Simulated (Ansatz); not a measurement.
CH3InOSe at its PBE0-D4/def2-TZVP geometry, where that method's forces vanish. Total charge 0; spin multiplicity 1. In: def2 effective core potential. The bonds changed during the relaxation, so this is another structure than the one it started from.

```csv
atom,x (Å),y (Å),z (Å)
O1,-1.603,1.288,-0.092
C2,-0.440,0.715,0.107
Se3,0.908,1.609,0.905
In4,0.882,-1.033,-0.068
H5,-2.196,0.663,-0.528
H6,0.736,-2.130,1.233
H7,1.714,-1.111,-1.558
```

Task: For each bond, give half the difference of the two atoms' forces along it (eV/Å; positive pushes the atoms apart) under PBE-D4, r2SCAN-D4, B3LYP-D4, ωB97M-V in def2-TZVPP. (Estimate.)

Result: Computed: 
```json
{"bond": "O1–C2", "length (Å)": "1.312", "PBE-D4": "0.56", "r2SCAN-D4": "0.37", "B3LYP-D4": "0.21", "ωB97M-V": "0.20"}
{"bond": "O1–H5", "length (Å)": "0.966", "PBE-D4": "0.35", "r2SCAN-D4": "0.01", "B3LYP-D4": "-0.06", "ωB97M-V": "-0.13"}
{"bond": "C2–Se3", "length (Å)": "1.803", "PBE-D4": "0.30", "r2SCAN-D4": "0.15", "B3LYP-D4": "0.21", "ωB97M-V": "-0.10"}
{"bond": "C2–In4", "length (Å)": "2.199", "PBE-D4": "-0.22", "r2SCAN-D4": "-0.17", "B3LYP-D4": "0.06", "ωB97M-V": "-0.05"}
{"bond": "Se3–In4", "length (Å)": "2.816", "PBE-D4": "0.30", "r2SCAN-D4": "0.14", "B3LYP-D4": "0.31", "ωB97M-V": "-0.03"}
{"bond": "In4–H6", "length (Å)": "1.708", "PBE-D4": "0.04", "r2SCAN-D4": "-0.04", "B3LYP-D4": "-0.03", "ωB97M-V": "-0.06"}
{"bond": "In4–H7", "length (Å)": "1.708", "PBE-D4": "0.04", "r2SCAN-D4": "-0.04", "B3LYP-D4": "-0.03", "ωB97M-V": "-0.06"}
```

B3LYP here is the variant with VWN-RPA as its local correlation; programs differ in this.
